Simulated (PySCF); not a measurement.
# Structure from NMR data

An unknown has the formula C₈H₈. Its calculated NMR data are:

1H NMR (600 MHz, computed): δ 6.76 (m, 6H), 4.48 (m, 2H).

13C{1H} NMR (computed): δ 137.3, 52.9.

One computed conformer, averaged over atoms made equivalent by symmetry, fast rotation or ring inversion, no solvent, non-relativistic Hamiltonian. Couplings computed with B3LYP/pcJ-1 (without the spin–dipole term); shielding tensors at KT3/pcSseg-1 (GIAO); PBE0-D3(BJ)/def2-SVP structure; PySCF.

Chemical shifts δ = σref − σ; TMS for 1H (σ = 31.32 ppm), 13C (σ = 182.31 ppm), all at this level.

Question: Propose a structure and justify it.

Answer: 
- Rings plus π bonds: 5 (2 rings in the answer).
- 2 carbon signals for 8 carbons: some carbons are equivalent by symmetry or fast rotation.
- Carbon types of the structure: 8 × CH, which accounts for all hydrogens.
- δC 137.3: alkene CH; an sp2 carbon of a C=C bond.
- δC 52.9: allylic sp3 CH; aliphatic region, no heteroatom directly attached.
- δH 6.76: hydrogen on an alkene CH; attached to an sp2 carbon and in the plane of the double bond.
- δH 4.48: hydrogen on an allylic sp3 CH.

Structure: `C1=CC2C=CC1C=C2`.

This is the structure that produced the data.

Splittings below 1 Hz are ignored in the labels, and close J values are merged. Couplings among chemically equivalent protons are left out too, so labels in AA′BB′ or AA′XX′ sets are apparent multiplicities. Unscaled 3J(H,H) at this level run about 10 % above measured values. Shifts are as computed, not scaled to solution data. Of 1211 compounds with measured shifts, 218 miss one by over three times the rms of a fit or turn the order of signals round; such compounds aren't used in these exercises.
